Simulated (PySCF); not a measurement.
C₆H₁₁OS (charge +1).
SMILES with atom numbers: `[CH3:1][C:2]#[C:3][CH2:4][S+:5]([CH3:6])([CH3:7])=[O:8]` (hydrogens: H9, H10, H11 on C1; H12, H13 on C4; H14, H15, H16 on C6; H17, H18, H19 on C7)

The closed-shell SCF was solved with PySCF and density fitting under several settings on one GFN2-xTB geometry (grid level 2 and gas phase unless stated).

```json
{"settings": "PBE0/pcSseg-1", "basis functions": "198", "SCF cycles": "16", "E (Eh)": "-707.7287", "HOMO (eV)": "-11.99", "LUMO (eV)": "-4.58"}
{"settings": "PBE0/def2-SVPD", "basis functions": "258", "SCF cycles": "16", "E (Eh)": "-707.4599", "HOMO (eV)": "-11.97", "LUMO (eV)": "-4.58"}
{"settings": "CAM-B3LYP/def2-SVPD, IEF-PCM benzene, energy threshold 1e-07 Eh, start guess atom", "basis functions": "258", "SCF cycles": "9", "E (Eh)": "-707.8482", "HOMO (eV)": "-11.11", "LUMO (eV)": "-1.14"}
{"settings": "HF/pcseg-1", "basis functions": "171", "SCF cycles": "12", "E (Eh)": "-705.5127", "HOMO (eV)": "-14.82", "LUMO (eV)": "-0.59"}
{"settings": "PBE0/IGLO-II, energy threshold 1e-07 Eh", "basis functions": "255", "SCF cycles": "9", "E (Eh)": "-707.8662", "HOMO (eV)": "-11.91", "LUMO (eV)": "-4.52"}
{"settings": "LC-wPBE/pcseg-1", "basis functions": "171", "SCF cycles": "14", "E (Eh)": "-707.8937", "HOMO (eV)": "-14.76", "LUMO (eV)": "-2.25"}
```

Task: Estimate the row for these settings: B97-2/ANO-RCC-VDZP.

Result: 
```
          settings  basis functions  SCF cycles     E (Eh)  HOMO (eV)  LUMO (eV)
B97-2/ANO-RCC-VDZP              171          15  -708.0665     -11.58      -4.50
```

Task: Over all rows, what range does the HOMO–LUMO gap span?

Result: From 7.08 eV (B97-2/ANO-RCC-VDZP) to 14.23 eV (HF/pcseg-1). The functional of the narrowest has 21 % exact exchange, that of the widest 100 % exact exchange.

Task: Compare two rows with the functional PBE0: PBE0/pcSseg-1 and PBE0/def2-SVPD. Which energy is lower, and by how much?

Result: PBE0/pcSseg-1 (198 functions) lies 0.2688 Eh or 169 kcal/mol below PBE0/def2-SVPD (258 functions). The smaller set gives the lower energy; the two sets aren't nested, so the variational bound doesn't order them by size.

Cycle counts include a coarse-grid stage where the run had one. ANO-RCC sets were contracted for a scalar-relativistic Hamiltonian, but ran non-relativistically here. One conformer (not necessarily the lowest) at the GFN2-xTB geometry, without vibrations or thermal averaging.

The values belong to the conformer `[CH3:1][C:2]#[C:3][CH2:4][S+:5]([CH3:6])([CH3:7])=[O:8]`: C3–C4–S5–C6 57°.
